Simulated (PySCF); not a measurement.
C₂H₈N (SMILES C[NH2+]C), charge +1, singlet, geometry from GFN2-xTB; BLYP/STO-3G (PySCF).

PySCF was given this input:
```python
from pyscf import gto, scf, dft

mol = gto.Mole()
mol.atom = '''
    C    -0.02333821   -0.27178422    1.23058526
    N     0.03459018    0.54534707    0.00080941
    C    -0.01095720   -0.26891545   -1.23138777
    H     0.81917921   -0.96023702    1.25829085
    H     0.01259112    0.36354745    2.11314052
    H    -0.94632669   -0.84824181    1.24954279
    H     0.89993071    1.10048027    0.00580798
    H     0.83180433   -0.95731169   -1.25222260
    H     0.03383921    0.36847078   -2.11205406
    H    -0.93370156   -0.84531649   -1.26097066
    H    -0.75367517    1.20537707   -0.00238562
'''
mol.basis = 'sto-3g'
mol.charge = 1
mol.verbose = 4
mol.build()

mf = dft.RKS(mol)
mf.xc = 'blyp'
mf.DIIS = scf.EDIIS
mf.kernel()
```

Q: Predict the main parts of the log of this PySCF run.

A: 
```
PySCF version 2.14.0

[INPUT] verbose = 4
[INPUT] num. atoms = 11
[INPUT] num. electrons = 26
[INPUT] charge = 1
[INPUT] spin (= nelec alpha-beta = 2S) = 0
[INPUT] symmetry False subgroup None
[INPUT] Mole.unit = angstrom
[INPUT] Symbol           X                Y                Z      unit          X                Y                Z       unit  Magmom
[...]
nuclear repulsion = 91.8043819095553
number of shells = 17
number of NR pGTOs = 69
number of NR cGTOs = 23
basis = sto-3g
ecp = {}

******** <class 'pyscf.dft.rks.RKS'> ********
method = RKS
initial guess = minao
damping factor = 0
level_shift factor = 0
DIIS = <class 'pyscf.scf.diis.EDIIS'>
diis_start_cycle = 1
diis_space = 8
diis_damp = 0
SCF conv_tol = 1e-09
SCF conv_tol_grad = None
SCF max_cycles = 50
direct_scf = True
direct_scf_tol = 1e-13
XC library pyscf.dft.libxc version 7.1.2
    S. Lehtola, C. Steigemann, M. J. T. Oliveira, and M. A. L. Marques,  SoftwareX 7, 1–5 (2018)
XC functionals = blyp
    A. D. Becke,  Phys. Rev. A 38, 3098 (1988)
    C. Lee, W. Yang, and R. G. Parr,  Phys. Rev. B 37, 785 (1988)
    B. Miehlich, A. Savin, H. Stoll, and H. Preuss,  Chem. Phys. Lett. 157, 200 (1989)
radial grids:
    Treutler-Ahlrichs [JCP 102, 346 (1995); DOI:10.1063/1.469408] (M4) radial grids

becke partition: Becke, JCP 88, 2547 (1988); DOI:10.1063/1.454033
pruning grids: <function nwchem_prune>
grids dens level: 3
symmetrized grids: False
atomic radii adjust function: <function treutler_atomic_radii_adjust>
small_rho_cutoff = 0
Set gradient conv threshold to 3.16228e-05
Initial guess from minao.
tot grids = 120608
init E= -134.088371795616
[...]
cycle= 1 E= -133.794343538278  delta_E= 0.294  |g|= 0.173  |ddm|= 3.64
[...]
cycle= 2 E= -133.794884141348  delta_E= -0.000541  |g|= 0.193  |ddm|=  0.5
[...]
cycle= 3 E= -133.805136862123  delta_E= -0.0103  |g|= 0.0367  |ddm|= 0.269
[...]
cycle= 4 E= -133.805136862474  delta_E= -3.5e-10  |g|= 0.0367  |ddm|= 2.33e-08
[...]
cycle= 5 E= -133.805136862556  delta_E= -8.27e-11  |g|= 0.0367  |ddm|= 5.51e-09
[...]
cycle= 6 E= -133.805136861682  delta_E= 8.75e-10  |g|= 0.0367  |ddm|= 5.83e-08
[...]
cycle= 7 E= -133.805136862844  delta_E= -1.16e-09  |g|= 0.0367  |ddm|= 7.74e-08
[...]
cycle= 8 E= -133.805136860223  delta_E= 2.62e-09  |g|= 0.0367  |ddm|= 1.75e-07
[...]
cycle= 9 E= -133.805136862079  delta_E= -1.86e-09  |g|= 0.0367  |ddm|= 1.24e-07
[...]
cycle= 10 E= -133.8045859038  delta_E= 0.000551  |g|= 0.0579  |ddm|= 0.0473
[...]
[...]
[...]
cycle= 23 E= -133.805509852326  delta_E= 1.06e-10  |g|= 0.00514  |ddm|= 6.85e-07
[...]
cycle= 24 E= -133.805509852954  delta_E= -6.29e-10  |g|= 0.00514  |ddm|= 2.76e-07
[...]
cycle= 25 E= -133.805509852865  delta_E= 8.92e-11  |g|= 0.00514  |ddm|= 3.28e-07
[...]
cycle= 26 E= -133.805508320358  delta_E= 1.53e-06  |g|= 0.00558  |ddm|= 0.00125
[...]
cycle= 27 E= -133.8055083315  delta_E= -1.11e-08  |g|= 0.00557  |ddm|= 7.81e-06
[...]
cycle= 28 E= -133.805502102781  delta_E= 6.23e-06  |g|= 0.00748  |ddm|= 0.015
[...]
cycle= 29 E= -133.805516511831  delta_E= -1.44e-05  |g|= 0.00171  |ddm|= 0.00998
[...]
cycle= 30 E= -133.805516473827  delta_E= 3.8e-08  |g|= 0.00174  |ddm|= 5.53e-05
[...]
cycle= 31 E= -133.805516431791  delta_E= 4.2e-08  |g|= 0.00178  |ddm|= 5.9e-05
[...]
cycle= 32 E= -133.805516371475  delta_E= 6.03e-08  |g|= 0.00184  |ddm|= 8.08e-05
[...]
cycle= 33 E= -133.805516277935  delta_E= 9.35e-08  |g|= 0.00193  |ddm|= 0.000118
[...]
cycle= 34 E= -133.805516119691  delta_E= 1.58e-07  |g|= 0.00206  |ddm|= 0.000182
[...]
cycle= 35 E= -133.805516121598  delta_E= -1.91e-09  |g|= 0.00206  |ddm|= 2.18e-06
[...]
cycle= 36 E= -133.805515507524  delta_E= 6.14e-07  |g|= 0.00254  |ddm|= 0.00346
[...]
cycle= 37 E= -133.805515742413  delta_E= -2.35e-07  |g|= 0.00243  |ddm|= 0.00548
[...]
cycle= 38 E= -133.805517287869  delta_E= -1.55e-06  |g|= 0.000361  |ddm|= 0.00288
[...]
cycle= 39 E= -133.805517277032  delta_E= 1.08e-08  |g|= 0.000406  |ddm|= 6.64e-05
[...]
cycle= 40 E= -133.805517301891  delta_E= -2.49e-08  |g|= 0.000292  |ddm|= 0.000154
[...]
cycle= 41 E= -133.805517249348  delta_E= 5.25e-08  |g|= 0.000503  |ddm|= 0.000284
[...]
cycle= 42 E= -133.805517306983  delta_E= -5.76e-08  |g|= 0.000262  |ddm|= 0.000319
[...]
cycle= 43 E= -133.805517306942  delta_E= 4.06e-11  |g|= 0.000262  |ddm|= 3.77e-07
[...]
cycle= 44 E= -133.80551713795  delta_E= 1.69e-07  |g|= 0.000786  |ddm|= 0.000675
[...]
cycle= 45 E= -133.805517067925  delta_E= 7e-08  |g|= 0.000977  |ddm|= 0.00156
[...]
cycle= 46 E= -133.805517246947  delta_E= -1.79e-07  |g|= 0.000545  |ddm|= 0.00166
[...]
cycle= 47 E= -133.805517292817  delta_E= -4.59e-08  |g|= 0.000359  |ddm|= 0.000431
[...]
cycle= 48 E= -133.805517293395  delta_E= -5.77e-10  |g|= 0.000359  |ddm|= 0.000104
[...]
cycle= 49 E= -133.805517298519  delta_E= -5.12e-09  |g|= 0.000332  |ddm|= 7.35e-05
[...]
cycle= 50 E= -133.805517303193  delta_E= -4.67e-09  |g|= 0.000305  |ddm|= 4.25e-05
SCF not converged.
SCF energy = -133.805517303193
```

Convergence was not reached.
